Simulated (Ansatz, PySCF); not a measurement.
Gas-phase reaction in SMILES: F[SiH2][SiH2]F + 3 [H][H] (H2) → 2 F (HF) + 2 [SiH4] (SiH4)
Structures are relaxed separately at B3LYP-D3(BJ)/def2-TZVP in Ansatz (a quantum-chemistry and plane-wave program), one conformer each, not searched for the lowest.
Geometry of the first species:
```xyz
8

F     -1.7497    -1.3887    -0.3927
Si    -1.1767     0.0620     0.0216
Si     1.1767    -0.0620    -0.0216
F      1.7497     1.3887     0.3927
H     -1.6864     0.3874     1.3731
H     -1.6940     1.0534    -0.9488
H      1.6940    -1.0534     0.9488
H      1.6864    -0.3874    -1.3731
```

Property: energy of full hydrogenation (enthalpy at 298 K, with B3LYP-D3(BJ) rigid-rotor harmonic-oscillator terms from PySCF), in kcal/mol. Cores are frozen in the correlated levels unless marked. No spin-orbit coupling. Non-relativistic. CBS(X,Y): correlation extrapolated as X^-3; Hartree-Fock from the larger set.

```tsv
level	program	energy of full hydrogenation (kcal/mol)
SVWN5/def2-TZVPD	Ansatz	44.2
B3LYP-D4/def2-TZVPD	Ansatz + dftd4	47.8
PBE0-D4/def2-TZVPD	Ansatz + dftd4	44.5
LC-wPBE-D3(BJ)/def2-TZVPD	Ansatz + dftd3	45.6
LC-wPBE-D4/def2-TZVPD	Ansatz + dftd4	45.8
LC-wPBE/def2-TZVPD	Ansatz	44.2
wB97M-V/def2-TZVPD	Ansatz	45.7
RPA@PBE/cc-pV(T+d)Z	Ansatz	44.6
MP2/STO-3G	Ansatz	32.8
MP2/cc-pV(T+d)Z	Ansatz	48.3
CCSD/aug-cc-pV(D+d)Z	Ansatz	32.7
CCSD(T)/aug-cc-pV(D+d)Z	Ansatz	33.7
CCSD(T)/cc-pV(D+d)Z	Ansatz	33.3
CCSD(T)/cc-pV(T+d)Z	Ansatz	45.6
CCSD(T)/CBS(cc-pV(T+d)Z,cc-pV(Q+d)Z)	Ansatz	48.2
```
